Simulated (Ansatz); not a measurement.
Consider the stannylene formation by 1,1-elimination: `C[O][SnH]([Cl])[O]C` → `C[O][Sn][O]C` + HCl.

Computed with Ansatz on PBE0-D4/def2-TZVP structures; ΔE is electronic, products minus reactants. CBS: MP2 limit from def2 TZ/QZ plus the TZ coupled-cluster correction, frozen cores. This one scheme is used for every species. Functionals use def2-TZVPP. B3LYP here is the variant with VWN-RPA as its local correlation; programs differ in this. Elements past krypton have def2 core potentials. For Sn outer-core shells are correlated without core-valence functions, which leaves a few kJ/mol of doubt a bond. One conformer a species, not always the lowest.

CCSD(T)/CBS gives +0.61 eV.

(1) Another level gave +0.37 eV. Which?
A. B3LYP-D4/def2-TZVPP
B. CCSD(T)/def2-TZVPP
C. PBE-D4/def2-TZVPP
D. ωB97X-V/def2-TZVPP

Largest T1 diagnostic among the species: 0.017.

## Answers

(1) C. PBE-D4 0.37, B3LYP-D4 0.32, CCSD(T)/def2-TZVPP 0.58, ωB97X-V 0.68 eV.

From PBE to PBE0 (25 % exact exchange), in def2-TZVPP and without D4, ΔE moves by +0.21 eV. The D4 term adds +0.10 eV with B3LYP and +0.06 eV with PBE0; it sums over pairs of atoms, weighted by their polarisabilities, and B3LYP, whose exchange is more repulsive, gets the larger term. In def2-TZVPP, CCSD(T) changes the Hartree–Fock value by −0.09 eV (the triples alone add +0.01 eV) and MP2 by −0.13 eV.
